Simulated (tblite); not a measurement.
Compound: C7H5N.
Atom-mapped SMILES: `[CH2:1]=[CH:2][C:3]#[C:4][C:5](=[CH2:6])[C:7]#[N:8]` (hydrogens: H9, H10 on C1; H11 on C2; H12, H13 on C6)

Computed with GFN2-xTB (tblite), gas phase: Langevin dynamics at 300 K from the optimised GFN2-xTB geometry, time step 0.5 fs, friction 0.01 fs⁻¹, 2000 steps.

Start geometry:
```
atom  x, y, z in Å
C1      3.025    0.627   -0.704
C2      2.243   -0.372   -0.305
C3      0.846   -0.260   -0.212
C4     -0.358   -0.194   -0.123
C5     -1.762   -0.066   -0.039
C6     -2.583   -1.036    0.386
C7     -2.268    1.198   -0.449
N8     -2.667    2.218   -0.783
H9      2.617    1.586   -0.978
H10     4.093    0.515   -0.768
H11     2.655   -1.336   -0.030
H12    -3.648   -0.886    0.430
H13    -2.198   -1.993    0.696
```

The statistics below take the 31 frames saved every 25 fs from 250 to 1000 fs; their kinetic temperature (all 3N coordinates) averages 283 K.

Q: Give the mean, spread and extremes of the bond lengths.

A: 
```csv
bond,start (Å),mean (Å),standard deviation (Å),shortest (Å),longest (Å)
C1=C2,1.330,1.335,0.020,1.289,1.370
C2–C3,1.405,1.414,0.022,1.364,1.458
C3≡C4,1.208,1.213,0.014,1.188,1.238
C4–C5,1.413,1.413,0.025,1.365,1.457
C5=C6,1.340,1.342,0.026,1.292,1.389
C5–C7,1.422,1.427,0.026,1.359,1.484
C7≡N8,1.145,1.147,0.017,1.107,1.184
C1–H9,1.077,1.084,0.034,1.008,1.172
C1–H10,1.076,1.081,0.021,1.048,1.128
C2–H11,1.084,1.087,0.036,1.007,1.183
C6–H12,1.076,1.080,0.028,1.024,1.170
C6–H13,1.077,1.081,0.023,1.045,1.147
```

Q: Give the same statistics for bond angles, one of each kind among heavy atoms.

A: 
| angle | start (°) | mean (°) | standard deviation (°) | smallest (°) | largest (°) |
| --- | --- | --- | --- | --- | --- |
| C1–C2–C3 | 123.0 | 123.8 | 4.7 | 114.1 | 133.1 |
| C2–C3–C4 | 178.5 | 168.4 | 4.9 | 160.2 | 176.8 |
| C3–C4–C5 | 177.8 | 168.9 | 4.5 | 154.7 | 175.1 |
| C4–C5–C6 | 124.2 | 124.4 | 4.3 | 115.3 | 132.1 |
| C4–C5–C7 | 114.7 | 115.8 | 4.4 | 106.5 | 124.6 |
| C6–C5–C7 | 121.1 | 119.5 | 4.7 | 109.8 | 128.9 |
| C5–C7–N8 | 179.5 | 172.8 | 3.8 | 165.6 | 179.3 |

Q: How far does each atom move about its mean position (frames aligned on the start, all atoms weighted alike), and what rms force does it feel?

A: 
| atom | rms displacement (Å) | rms force (eV/Å) |
| --- | --- | --- |
| C1 | 0.15 | 1.80 |
| C2 | 0.17 | 2.05 |
| C3 | 0.20 | 1.76 |
| C4 | 0.19 | 1.79 |
| C5 | 0.11 | 1.98 |
| C6 | 0.14 | 1.95 |
| C7 | 0.19 | 2.46 |
| N8 | 0.29 | 2.09 |
| H9 | 0.41 | 1.20 |
| H10 | 0.22 | 0.86 |
| H11 | 0.42 | 1.15 |
| H12 | 0.24 | 0.92 |
| H13 | 0.28 | 0.77 |

The displacements run from 0.11 to 0.42 Å, the largest at H11.

Q: How widely does the potential energy scatter, against a harmonic estimate?

A: Mean 0.41 eV above the start, standard deviation 0.094 eV, range 0.27 to 0.68 eV. For 33 classical harmonic modes at 300 K the canonical values are 33kT/2 = 0.43 eV and kT·√(33/2) = 0.105 eV.

The run is classical and short, so these are rough statistics of one trajectory.

What follows is the cost of the whole dynamics run. Hardware: an Arm Neoverse N1 with one thread, shared host with 64 logical CPUs at a one-minute load of 61. Cost: 16 s of wall time, 0.18 GiB resident at most.
